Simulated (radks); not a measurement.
The numbers below are computed, except where a source is named.
Spherical quantum dot in the effective-mass picture: electrons in a parabolic well V = omega^2 r^2 / 2 with omega = 0.412, all in effective atomic units (hartree* = m*/eps^2 hartree, bohr* = eps/m* bohr), one dielectric constant everywhere. Level of theory: non-relativistic Kohn-Sham, r2SCAN, spin-polarised, spherical densities, generalised Kohn-Sham scheme (a radial shooting solver with Libxc functionals). Levels are named by radial order and angular momentum (1s, 1p, 1d, 2s, ...), and open shells are averaged over m. Results are scaled to m* = 0.481 and eps = 5.2, for which hartree* = 484 meV and bohr* = 0.5721 nm.

N = 3, configuration 1s2 1p(up 1, down 0). This is the lowest configuration that the search found. Occupied and some empty levels:

| level | occupation | eigenvalue (meV) | <r> (nm) |
|---|---|---|---|
| 1s up | 1 | 741.29 | 1.187 |
| 1s down | 1 | 766.42 | 1.157 |
| 1p up | 1 | 897.32 | 1.482 |
| 1p down | 0 | 922.98 | 1.467 |
| 1d up | 0 | 1076.7 | 1.714 |
| 1d down | 0 | 1099.5 | 1.695 |
| 2s up | 0 | 1112.1 | 1.545 |
| 2s down | 0 | 1120.5 | 1.514 |
| 1f up | 0 | 1271.1 | 1.921 |
| 1f down | 0 | 1294.0 | 1.880 |

Energy (meV): total 1650.57, kinetic 432.78, external 701.81, Hartree 875.66, exchange-correlation -359.68.

Electron density:

| r (nm) | n(r) (e/nm^3) |
|---|---|
| 0.123 | 0.2802 |
| 0.329 | 0.2708 |
| 0.535 | 0.2520 |
| 0.741 | 0.2231 |
| 0.946 | 0.1854 |
| 1.15 | 0.1420 |
| 1.36 | 0.09892 |
| 1.56 | 0.06215 |
| 1.77 | 0.03492 |
| 1.98 | 0.01749 |
| 2.18 | 0.007755 |
| 2.39 | 0.003051 |
| 2.59 | 0.001067 |
